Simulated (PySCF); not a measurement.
**Working out the ionisation energy of Nb⁺**

Nb⁺ [Kr] 4d4 (5D) → Nb²⁺ [Kr] 4d3 (4F). All numbers are calculated (PySCF 2.14, a scalar-relativistic core potential, in def2-TZVPPD with the def2 core potential (28 electrons)). Frozen: 4s2 4p6. Energies in hartree (1 hartree = 27.21139 eV):

```
            part  Nb⁺ (lower)  Nb²⁺ (upper)
             UHF   -56.108550    -55.628564
CCSD correlation    -0.040083     -0.017711
             (T)    -0.000570     -0.000082
```

What does Hartree-Fock give?

(-55.628564) − (-56.108550) = 0.479986 hartree = 13.061 eV.

What do CCSD and CCSD(T) give?

The CCSD correlation energies differ by 0.022372 hartree = 0.609 eV and the triples by 0.000488 hartree = 0.013 eV, so CCSD gives 13.670 eV and CCSD(T) 13.683 eV.

Reference: 14.32 eV (semi-empirical (NIST evaluation); NIST Atomic Spectra Database, ionization energies), between the lowest levels; spin-orbit coupling is absent from the calculation.

What remains against the reference includes basis incompleteness, the frozen core and higher excitations.
